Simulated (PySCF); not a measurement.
# Exercise with solution: chemical shift, span and skew from a shielding tensor

C2H5ClSi2, SMILES C#C[Si@@H]([SiH3])Cl. Atoms are numbered in the order given.

```xyz
10

C      2.2608     1.9258    -0.2269
C      1.4701     1.0496     0.0711
Si     0.2211    -0.2079     0.5188
Si    -1.9157     0.7390     0.4053
Cl     0.2895    -1.7668    -0.8528
H      2.9652     2.6952    -0.4907
H      0.5533    -0.7649     1.8596
H     -2.1418     1.2314    -0.9860
H     -2.9401    -0.2938     0.7456
H     -2.0199     1.8794     1.3660
```
Charge 0, spin multiplicity 1.

The structure is a stationary point at PBE0-D3(BJ)/def2-SVP. The structure was generated by enumeration; whether it is a known compound was not checked.

GIAO shieldings from PySCF with PBE/pcSseg-1, non-relativistic, no solvent. The symmetric part of the tensor of C1 has the principal values -4.1, -0.7, 225.5 ppm. The same nucleus in TMS has σ = 182.0 ppm at this level (PySCF, at its B3LYP-D3(BJ)/def2-TZVP geometry). Without spin–orbit terms, shifts of atoms bonded to Cl or Br come out too high.

Q: Work out the isotropic shielding, the ¹³C shift against TMS, the span and the skew.

A: 
σ(iso) = (σ11 + σ22 + σ33)/3 = 73.6 ppm. δ = σ(ref) − σ(iso) = 182.0 − (73.6) = 108.4 ppm.
Span Ω = σ33 − σ11 = 229.6 ppm. Skew κ = 3(σ(iso) − σ22)/Ω = 0.97, an axial tensor. Tumbling in solution averages the tensor to δ; in a static solid the shielding alone would spread this spin-1/2 line over Ω.
